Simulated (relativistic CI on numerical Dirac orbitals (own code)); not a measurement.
Inner-shell lines of Pb59+

Computed by Dirac-Coulomb-Breit CI, KLI orbitals optimised for each configuration, model QED, valence Slater integrals scaled by 0.85 (own radial code, finite nucleus).

CI space (outside the closed core 2s2 2p6 3s2 3p6): 1s2.3d5, 1s.3d5.4p. Levels of other configurations are missing.

The table holds the strongest lines. The upper levels have an inner-shell vacancy. Auger decay, open to those above the ionisation limit, is not computed, and radiative decays to configurations outside the model are missing too. Absolute energies can be off by a few tenths of a per cent, and at this charge the scaling can make term splittings too narrow, so close lines can change order. LS names give the leading component, which can be well under half, for lower levels too. Brackets number the levels in order of energy.

| E (eV) | Upper | Lower | A (s⁻¹) | gA (s⁻¹) |
| --- | --- | --- | --- | --- |
| 88379.4 | 1s.3d5.4p 4H°_13/2 [46] | 1s2.3d5 2H_11/2 [4] | 1.16e+15 | 1.63e+16 |
| 88385.4 | 1s.3d5.4p 2K°_15/2 [92] | 1s2.3d5 2I_13/2 [15] | 1.17e+15 | 1.87e+16 |
| 88386.2 | 1s.3d5.4p 4H°_13/2 [88] | 1s2.3d5 4G_11/2 [12] | 1.09e+15 | 1.53e+16 |
| 88393.8 | 1s.3d5.4p 2I°_13/2 [219] | 1s2.3d5 2H_11/2 [30] | 1.17e+15 | 1.64e+16 |
| 88587.6 | 1s.3d5.4p 2F°_7/2 [81] | 1s2.3d5 2D_5/2 [1] | 2.44e+15 | 1.96e+16 |
| 88592.3 | 1s.3d5.4p 6P°_7/2 [154] | 1s2.3d5 6S_5/2 [2] | 2.44e+15 | 1.95e+16 |
| 88593.9 | 1s.3d5.4p 4F°_9/2 [173] | 1s2.3d5 4G_7/2 [3] | 1.86e+15 | 1.86e+16 |
| 88594.5 | 1s.3d5.4p 2G°_9/2 [205] | 1s2.3d5 2F_7/2 [8] | 2.30e+15 | 2.30e+16 |
| 88594.9 | 1s.3d5.4p 2I°_13/2 [175] | 1s2.3d5 2H_11/2 [4] | 1.76e+15 | 2.46e+16 |
| 88595.1 | 1s.3d5.4p 2G°_9/2 [189] | 1s2.3d5 2G_9/2 [6] | 1.83e+15 | 1.83e+16 |
| 88596.0 | 1s.3d5.4p 2H°_11/2 [179] | 1s2.3d5 2H_11/2 [4] | 1.64e+15 | 1.97e+16 |
| 88597.0 | 1s.3d5.4p 2H°_11/2 [280] | 1s2.3d5 2I_13/2 [15] | 1.34e+15 | 1.61e+16 |
| 88597.1 | 1s.3d5.4p 2G°_7/2 [206] | 1s2.3d5 2F_7/2 [8] | 1.92e+15 | 1.54e+16 |
| 88598.3 | 1s.3d5.4p 6P°_7/2 [255] | 1s2.3d5 6S_5/2 [11] | 2.47e+15 | 1.98e+16 |
| 88598.4 | 1s.3d5.4p 4F°_9/2 [271] | 1s2.3d5 4D_7/2 [13] | 1.69e+15 | 1.69e+16 |
| 88600.1 | 1s.3d5.4p 4G°_11/2 [275] | 1s2.3d5 4G_11/2 [12] | 1.43e+15 | 1.71e+16 |
| 88600.6 | 1s.3d5.4p 4H°_11/2 [284] | 1s2.3d5 4G_9/2 [14] | 1.89e+15 | 2.27e+16 |
| 88600.9 | 1s.3d5.4p 4G°_11/2 [320] | 1s2.3d5 2H_9/2 [19] | 2.16e+15 | 2.59e+16 |
| 88601.0 | 1s.3d5.4p 4H°_13/2 [279] | 1s2.3d5 4G_11/2 [12] | 2.12e+15 | 2.97e+16 |
| 88601.3 | 1s.3d5.4p 4G°_7/2 [340] | 1s2.3d5 4F_5/2 [22] | 1.92e+15 | 1.54e+16 |
| 88601.6 | 1s.3d5.4p 2K°_15/2 [290] | 1s2.3d5 2I_13/2 [15] | 2.16e+15 | 3.45e+16 |
| 88601.7 | 1s.3d5.4p 2H°_11/2 [358] | 1s2.3d5 2G_9/2 [25] | 2.24e+15 | 2.68e+16 |
| 88601.7 | 1s.3d5.4p 2H°_9/2 [323] | 1s2.3d5 2H_9/2 [19] | 1.86e+15 | 1.86e+16 |
| 88601.7 | 1s.3d5.4p 2F°_7/2 [377] | 1s2.3d5 2D_5/2 [27] | 2.39e+15 | 1.91e+16 |
| 88601.8 | 1s.3d5.4p 2I°_13/2 [294] | 1s2.3d5 2I_13/2 [15] | 1.84e+15 | 2.57e+16 |
| 88602.0 | 1s.3d5.4p 2G°_9/2 [350] | 1s2.3d5 2G_7/2 [23] | 2.16e+15 | 2.16e+16 |
| 88602.1 | 1s.3d5.4p 2G°_9/2 [360] | 1s2.3d5 2G_9/2 [25] | 1.84e+15 | 1.84e+16 |
| 88602.4 | 1s.3d5.4p 2H°_9/2 [334] | 1s2.3d5 2G_7/2 [20] | 1.98e+15 | 1.98e+16 |
| 88605.1 | 1s.3d5.4p 4D°_7/2 [385] | 1s2.3d5 4P_5/2 [28] | 2.47e+15 | 1.98e+16 |
| 88606.5 | 1s.3d5.4p 2H°_11/2 [403] | 1s2.3d5 2H_11/2 [30] | 1.69e+15 | 2.03e+16 |
| 88606.9 | 1s.3d5.4p 2H°_11/2 [417] | 1s2.3d5 2G_9/2 [32] | 1.97e+15 | 2.36e+16 |
| 88608.0 | 1s.3d5.4p 2I°_13/2 [406] | 1s2.3d5 2H_11/2 [30] | 2.01e+15 | 2.82e+16 |
| 88609.7 | 1s.3d5.4p 2G°_9/2 [423] | 1s2.3d5 2G_9/2 [32] | 1.93e+15 | 1.93e+16 |
| 88610.1 | 1s.3d5.4p 2H°_9/2 [435] | 1s2.3d5 2G_7/2 [34] | 2.06e+15 | 2.06e+16 |
| 88612.4 | 1s.3d5.4p 4D°_7/2 [452] | 1s2.3d5 2D_5/2 [37] | 1.92e+15 | 1.54e+16 |
